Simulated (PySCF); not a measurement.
SnHCl2Br, SMILES [SnH]([Br])([Cl])[Cl].

Geometry optimised at PBE0-D3(BJ)/def2-SVP. The structure was generated by enumeration; whether it is a known compound was not checked. The def2 effective core potentials stand for the cores of Sn; spin–orbit coupling is left out.

Two levels are set side by side: TDA-PBE/def2-SVPD (PySCF) and TDA-LC-ωPBE/def2-SVPD (PySCF). Vertical, same geometry. The lowest singlet is HOMO→LUMO 98 % with PBE and HOMO→LUMO 89 % with the other functional; states are paired by order. Differences are taken from unrounded values.

```csv
quantity,TDA-LC-ωPBE,TDA-PBE,TDA-PBE minus TDA-LC-ωPBE
lowest singlet excitation (eV),5.71,4.23,-1.48
lowest triplet excitation (TDA) (eV),5.13,3.92,-1.21
```

A lower first singlet is the usual sign of a functional without exact exchange. Differences between two approximate levels are no errors against the true value.

Rough cost on one machine, each run with all the roots and properties that it gave: TDA-LC-ωPBE against TDA-PBE about 3 times.
